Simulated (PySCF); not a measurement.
Job file and geometry (Å, from GFN2-xTB) of an NMR shielding run on SMILES CC[C@@H]1[SiH2][Si@@H](Cl)[C@@H]1F, C$_{4}$H$_{10}$ClFSi$_{2}$, GIAO PBE0/pcSseg-1 NMR shielding, non-relativistic, gas phase in PySCF 2.14.0, density-fitted response routines; density fitting, a coarse starting grid and PySCF grid level 2 are the driver's defaults:

```
$ OMP_NUM_THREADS=1 python probes_run.py task.json out

{"job": {"kind": "nmr", "xc": "PBE0", "basis": "pcSseg-1"}, "charge": 0, "multiplicity": 1}
C     -2.374060     0.564449    -0.406939
C     -1.287309    -0.498281    -0.338391
C     -0.105074    -0.038418     0.511210
Si     0.951802     1.393904    -0.259880
Si     2.563711    -0.274650    -0.043255
Cl     4.046094    -0.097129     1.331627
C      0.976626    -1.145661     0.688523
F      0.657674    -2.293177    -0.025006
H     -3.199949     0.225445    -1.028114
H     -2.758985     0.781682     0.587303
H     -1.980458     1.488139    -0.827607
H     -0.939861    -0.736833    -1.346058
H     -1.706120    -1.415352     0.084613
H     -0.496463     0.227893     1.497151
H      0.953560     2.604325     0.570600
H      0.527273     1.782216    -1.609115
H      3.119211    -1.083013    -1.128289
H      1.043569    -1.479223     1.729970
```

Q: Write the output of this run.

A: 
```
coarse grid: 16504 points
cycle   1  E = -1296.6193507766  dE =  7.257e-01  |g| = 5.621e-01  |ddm| = 3.823e+00
cycle   2  E = -1296.5786917183  dE =  4.066e-02  |g| = 7.552e-01  |ddm| = 1.169e+00
cycle   3  E = -1296.6867116360  dE = -1.080e-01  |g| = 6.587e-02  |ddm| = 6.845e-01
cycle   4  E = -1296.6872937040  dE = -5.821e-04  |g| = 3.408e-02  |ddm| = 7.651e-02
cycle   5  E = -1296.6875315722  dE = -2.379e-04  |g| = 7.052e-03  |ddm| = 3.536e-02
cycle   6  E = -1296.6875418118  dE = -1.024e-05  |g| = 2.750e-03  |ddm| = 1.000e-02
cycle   7  E = -1296.6875435879  dE = -1.776e-06  |g| = 4.186e-04  |ddm| = 2.992e-03
final grid: 145760 points
cycle   8  E = -1296.7410546534  dE = -4.919e-05  |g| = 8.811e-03  |ddm| = 3.034e-02
cycle   9  E = -1296.7410414550  dE =  1.320e-05  |g| = 1.158e-02  |ddm| = 1.830e-02
cycle  10  E = -1296.7410724427  dE = -3.099e-05  |g| = 1.315e-03  |ddm| = 1.098e-02
cycle  11  E = -1296.7410727203  dE = -2.776e-07  |g| = 3.735e-04  |ddm| = 1.356e-03
cycle  12  E = -1296.7410727474  dE = -2.709e-08  |g| = 5.972e-05  |ddm| = 3.003e-04
cycle  13  E = -1296.7410727481  dE = -6.914e-10  |g| = 2.701e-05  |ddm| = 9.177e-05
converged SCF energy = -1296.7410727481

GIAO shielding tensors (ppm)
atom      isotropic    diamagn.    paramagn.     s11        s22        s33       span
  0 C      171.148     247.002     -75.854    160.118    166.060    187.266     27.148
  1 C      163.380     245.098     -81.718    158.541    163.916    167.682      9.141
  2 C      149.533     256.291    -106.758    120.629    154.210    173.760     53.130
  3 Si     393.493     881.249    -487.756    343.905    367.015    469.558    125.653
  4 Si     332.945     877.855    -544.910    287.441    354.198    357.196     69.755
  5 Cl     981.539    1147.185    -165.646    896.247    972.634   1075.735    179.487
  6 C       83.208     245.006    -161.798     49.541     73.349    126.733     77.192
  7 F      410.572     474.869     -64.296    334.566    408.383    488.769    154.203
  8 H       30.348      28.087       2.261     25.576     27.240     38.230     12.654
  9 H       30.966      29.838       1.129     26.776     28.706     37.417     10.641
 10 H       30.850      30.469       0.381     25.895     31.069     35.586      9.691
 11 H       30.190      31.889      -1.699     25.718     30.189     34.661      8.942
 12 H       29.725      31.166      -1.442     23.739     29.617     35.818     12.079
 13 H       29.464      34.439      -4.975     26.365     29.140     32.887      6.522
 14 H       27.111      29.432      -2.321     24.125     25.087     32.120      7.995
 15 H       27.231      29.756      -2.525     23.428     26.568     31.696      8.269
 16 H       25.755      28.242      -2.487     21.653     25.578     30.033      8.381
 17 H       26.040      30.520      -4.480     23.511     26.986     27.623      4.112
```

Q: Turn these shieldings into chemical shifts. δ = σ(ref) − σ, references computed at the same level: ¹³C (σ = 186.93 ppm), ²⁹Si (σ = 349.16 ppm), ¹H (σ = 31.72 ppm) against TMS; HCl for ³⁵Cl (σ = 949.78 ppm); ¹⁹F (σ = 170.95 ppm) vs CFCl3.

A: Averaging equivalent atoms: C 6: 103.7; C 2: 37.4; C 1: 23.5; C 0: 15.8; Si 4: 16.2; Si 3: -44.3; Cl 5: -32; F 7: -239.6; H 16: 5.96; H 17: 5.68; H 14: 4.61; H 15: 4.49; H 13: 2.25; H 12: 1.99; H 11: 1.53; H 8/9/10: 1.00 ppm. Unscaled 19F shifts against computed CFCl3 carry errors that often reach 10 to 50 ppm.

Size and cost of the density-fitted run: 207 basis functions, 70 s wall time on 1 thread of an Arm Neoverse N1, shared host; peak memory 0.94 GiB.
